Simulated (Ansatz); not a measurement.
`[OH][Sn]([OH])([Br])[Br]`, relaxed with RKS PBE-D4/def2-SVP in Ansatz 0.2.0 from a rough embedded geometry. The force threshold is 0.03 eV/Å; the program also tests the step.

Charge 0, multiplicity 1. Sn: def2 effective core potential.

Start:

```xyz
7

O    -0.650    0.697   -1.483
Sn    0.133   -0.233    0.060
O    -1.203   -0.248    1.487
Br    0.715   -2.576   -0.472
Br    2.211    0.952    0.855
H     0.144    0.663   -2.196
H    -1.350    0.746    1.749
```

```tsv
step	energy (eV)	largest force (eV/Å)	largest move (Å)
1	-150008.2621	2.668	0.000
2	-150008.5037	1.093	0.095
3	-150008.5385	0.328	0.040
4	-150008.5418	0.062	0.025
5	-150008.5421	0.037	0.017
6	-150008.5423	0.009	0.029
7 (rejected)	-150008.5417	0.145	0.075
8	-150008.5425	0.034	0.037
9	-150008.5426	0.041	0.017
10	-150008.5427	0.047	0.024
11	-150008.5427	0.067	0.025
12	-150008.5428	0.078	0.019
13	-150008.5430	0.004	0.014
```

End:

```xyz
7

O    -0.612    0.655   -1.503
Sn    0.190   -0.265    0.078
O    -1.189   -0.239    1.511
Br    0.694   -2.664   -0.345
Br    2.289    0.940    0.738
H     0.095    0.884   -2.141
H    -1.468    0.688    1.663
```

It took 20 s on 4 threads of an Arm Neoverse V2 on a shared host, with 0.2 GiB of host memory at the peak.
